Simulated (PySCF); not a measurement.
## Finite-field polarisability of Kr (krypton, neutral)

[Kr], closed-shell 1S. All numbers are calculated (PySCF 2.14, the spin-free X2C one-electron Hamiltonian (Gaussian nucleus), in aug-cc-pVDZ-DK (6s5p3d, 36 functions)). Frozen: [Ar] 3d10. Energy changes in a uniform field (μhartree):

| axis | F (au) | HF | MP2 | CCSD | CCSD(T) |
| --- | --- | --- | --- | --- | --- |
| x | 0.0037 | -98.787 | -100.072 | -100.632 | -100.897 |
| x | 0.0074 | -395.203 | -400.354 | -402.593 | -403.656 |

(1) Derive α along x at CCSD(T) from the two fields.

(2) And the mean polarisability at each level?

CCSD(T) lies more than 5 % below the reference, which points to too few diffuse and polarisation functions.

A double-zeta set is small for polarisabilities.

## Answers

(1) With ΔE = −αF²/2 − γF⁴/24, α = −(16 ΔE(F) − ΔE(2F))/(6F²) = 14.74 bohr³.

(2) HF 14.43, MP2 14.62, CCSD 14.70, CCSD(T) 14.74 bohr³. Reference: 16.78 ± 0.02 bohr³ (recommended; Schwerdtfeger and Nagle, table of static dipole polarizabilities (2023 update)).
